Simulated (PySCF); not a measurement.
TDDFT excited states: C3H11N2PSi

Species: C₃H₁₁N₂PSi.
InChI=1S/C3H11N2PSi/c1-3-7(4,6)5-2/h2-4,6H2,1H3/t7-/m1/s1

The calculation used TDDFT wB97X-D/def2-SVPD, vertical, gas phase, core orbitals frozen in the response in PySCF. The structure is a single GFN2-xTB conformer in the gas phase; no vibrational or solvent corrections. Torsions of this conformer, `[CH2:1]=[N:2][Si@@:3]([NH2:4])([PH2:5])[CH2:6][CH3:7]`: C1–N2–Si3–N4 -130°, N2–Si3–C6–C7 -70°, H–N4–Si3–N2 -64°, H–N4–Si3–N2 70°, H–P5–Si3–N2 168°, H–P5–Si3–N2 -100°.

Question: Predict the UV-vis stick spectrum at this level.

Answer: 

```
state  E (eV)  ν̃ (cm⁻¹)       f   main configurations (H = HOMO, L = LUMO)
   S1    4.07      32830  0.0010                     H→L (76%), H-1→L (21%)
   S2    6.07      48930  0.0023                   H→L+2 (62%), H→L+1 (16%)
   S3    6.34      51110   0.032                     H-1→L (72%), H→L (21%)
   S4    6.58      53110   0.014                   H-2→L (69%), H→L+1 (14%)
   S5    6.67      53780   0.038       H→L+1 (53%), H-2→L (19%), H→L+2 (8%)
   S6    7.11      57370  0.0094               H-1→L+1 (44%), H-1→L+2 (28%)
   S7    7.14      57600   0.022  H-2→L+1 (41%), H→L+3 (17%), H-2→L+3 (14%)
   S8    7.31      58970   0.042  H-1→L+2 (27%), H→L+6 (17%), H-1→L+1 (12%)
```

Triplets (Tamm–Dancoff): T1 3.53 eV, H→L (72%), H-1→L (24%); T2 5.21 eV, H-6→L (40%), H-3→L (21%), H-1→L (12%); T3 5.64 eV, H→L+2 (51%), H-1→L+2 (22%).

The lowest singlet comes at 305 nm (393 kJ/mol) in the ultraviolet; it is very weak; its leading configuration is HOMO→LUMO (76%). The strongest level in the table is S8 at 7.31 eV (170 nm, f = 0.042). It is the last of those listed, so stronger ones may follow. Löwdin shares by element: HOMO nitrogen 35% or more, phosphorus 27%, silicon 10%, carbon 10% or more (atoms not listed hold the other 18%); LUMO carbon 41% or more, nitrogen 33% or more, hydrogen 13% or more. The listed states span 3.24 eV, and the widest gap between neighbours is 2.00 eV (S1 to S2). Orbital energies (eV): HOMO-3 -10.31, HOMO-2 -9.61, HOMO-1 -9.35, HOMO -8.53, LUMO 1.08, LUMO+1 2.09, LUMO+2 2.25. The oscillator strengths of these states sum to 0.162; summed over the whole spectrum of an exact calculation they would give the number of electrons, 72 (Thomas–Reiche–Kuhn). The window holds the lowest 8 singlets.

Hardware: Arm Neoverse V1, one thread, no GPU, shared host with 32 logical CPUs at a one-minute load of 26. Cost: 78 s of wall time (grids of density and orbitals included), 1.1 GiB resident at most.
